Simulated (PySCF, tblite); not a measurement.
# Ca2+, fluoride and hydrogen chloride

A gas-phase complex of Ca2+, fluoride and hydrogen chloride; charge +1, singlet. The structure comes from a short search (6 tight-binding starts) and was relaxed by PBE0-D3(BJ)/def2-SVPD; another way of binding may lie lower. Frequencies by PBE0-D3(BJ)/def2-SVPD show no clear imaginary mode.

```csv
part,name,SMILES,atoms,charge,multiplicity
1,Ca2+,[Ca+2],1,+2,1
2,fluoride,[F-],2,-1,1
3,hydrogen chloride,Cl,3–4,0,1
```

```xyz
4

Ca    0.018   -0.340    0.105
F     1.053   -0.445    1.712
Cl    2.521    0.215   -0.964
H     2.877    0.087    0.286
```
Atom numbers follow the order of the file, from 1.

```csv
contact,kind (by geometry),distance (Å),angle (°)
Ca1···F2,ion contact,1.914,-
Ca1···Cl3,ion contact,2.778,-
```

Interaction energies are complex less parts, with the parts frozen as they stand in it; counterpoise-corrected, in kcal/mol (PySCF).

**Question.** How strongly do the parts interact, level by level?

**Answer.** 
| level | interaction | superposition error removed |
| --- | --- | --- |
| wB97M-D3(BJ)/def2-TZVPD | -343.35 | -0.24 |
| PBE0-D3(BJ)/def2-TZVPD | -349.90 | -0.29 |

**Question.** What holds them together? Decompose the wB97M-D3(BJ)/def2-TZVPD energy: frozen parts, their antisymmetrised product, then relaxation.

**Answer.** electrostatic -391.7, Pauli repulsion +129.5, orbital relaxation -80.1, dispersion correction -1.3 kcal/mol, which sum to the value before the counterpoise correction; the Pauli term holds the exchange-correlation of the frozen density too. Of the attraction, 83 % is electrostatic, 17 % is orbital relaxation, 0 % is dispersion correction.

**Question.** Are the pair energies additive?

**Answer.** The pairs sum to -366.92 kcal/mol (1–2 -326.0, 1–3 -29.7, 2–3 -11.2); the rest of +23.57 is a many-body weakening.

The parts were also relaxed and run alone, at the levels used for the complex: shieldings by PBE0/aug-pcSseg-2.

**Question.** What does binding change?

**Answer.** 
| property | alone | in the complex | change |
| --- | --- | --- | --- |
| shielding of Ca1 (ppm) | 1413.0 | 1229.2 | -183.7 |
| shielding of F2 (ppm) | 479.9 | -49.2 | -529.0 |
| shielding of Cl3 (ppm) | 941.7 | 879.7 | -62.0 |

Multiply charged ions in the gas phase bind far more strongly than in solution.
